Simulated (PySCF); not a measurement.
Compound: C3H7AlN2.
Atom-mapped SMILES: `[CH2:1]=[N:2][AlH2-:3][N+:4]#[C:5][CH3:6]` (hydrogens: H7, H8 on C1; H9, H10 on Al3; H11, H12, H13 on C6)

Jobs on this species (13 atoms, 52 electrons) with PySCF (density fitting). Hardware of each: Arm Neoverse V2, one thread (shared host). The host was shared with other jobs, so the times are rough. Peak memory is the resident size of the whole Python process, interpreter and libraries included.

Question: Rank these jobs by wall time, shortest first.
A. PBE0/cc-pVDZ; shieldings, charges and field gradients; 123 basis functions
B. PBE0/IGLO-III; shieldings, charges and field gradients; 289 basis functions
C. PBE0/pcSseg-0; shieldings, charges and field gradients; 72 basis functions
D. PBE0-D3(BJ)/def2-SVP, grid level 1; geometry optimisation from a GFN2-xTB start shaken at random; 123 basis functions

Answer: C (5.4 s), A (11 s), B (36 s), D (76 s).

All jobs:

```
                level and settings                                                          work  basis functions  SCF cycles  wall time  peak memory
                     PBE0/pcSseg-0                       shieldings, charges and field gradients               72          14      5.4 s     0.44 GiB
                       PBE0/6-31G*                       shieldings, charges and field gradients              102          14      8.5 s     0.54 GiB
                     PBE0/def2-SVP                       shieldings, charges and field gradients              123          14      9.6 s     0.65 GiB
                      PBE0/cc-pVDZ                       shieldings, charges and field gradients              123          14       11 s     0.66 GiB
                  PBE0/aug-cc-pVDZ                       shieldings, charges and field gradients              205          14       24 s     0.93 GiB
                    PBE0/def2-TZVP                       shieldings, charges and field gradients              234          14       26 s      1.1 GiB
                     PBE0/IGLO-III                       shieldings, charges and field gradients              289          14       36 s      1.1 GiB
                     PBE0/pcSseg-2                       shieldings, charges and field gradients              321          15       48 s      1.3 GiB
PBE0-D3(BJ)/def2-SVP, grid level 1  geometry optimisation from a GFN2-xTB start shaken at random              123         128       76 s     0.52 GiB
```

Q: What do all jobs in the table cost together?

A: About 4.1 min; the longest takes about 31 % of that, and about 14 times as long as the shortest.
